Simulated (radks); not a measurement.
These are the eigenvalues of the occupied orbitals of an atom or ion with whole-number occupations (eV). Method: Dirac Kohn-Sham, BP86, spin-unpolarised, spherical densities, finite nucleus; Fermi nuclear charge, rms radius of each element as measured or else 0.836 A^(1/3) + 0.57 fm; computed with a radial shooting solver on a logarithmic mesh with Libxc functionals.

orbital  eigenvalue
1s1/2     -48332.13
2s1/2     -7941.750
2p1/2     -7535.887
2p3/2     -6887.530
3s1/2     -1754.998
3p1/2     -1579.504
3p3/2     -1447.323
3d3/2     -1143.335
3d5/2     -1114.569
4s1/2     -356.4548
4p1/2     -288.6983
4p3/2     -259.6547
4d3/2     -148.1492
4d5/2     -142.9614
5s1/2      -57.5100
5p1/2      -39.5389
5p3/2      -35.8028
4f5/2      -14.4012
4f7/2      -13.8215

Which element is it, and in what charge state? The configuration may be excited. Open shells, if any, are shared by 2j + 1.

Answer. Z = 63, europium, charge +2: Eu2+ in [Kr] 4d10 4f8 5s2 5p5. The list shows which subshells hold electrons but not how many an open one holds; the 1s level, -1776.2 hartree, gives Z - s = 59.6 by -(Z - s)^2/2, which with screening and relativity narrows Z to a few neighbours, and the depths of the outer levels then fix element, charge and occupations together.
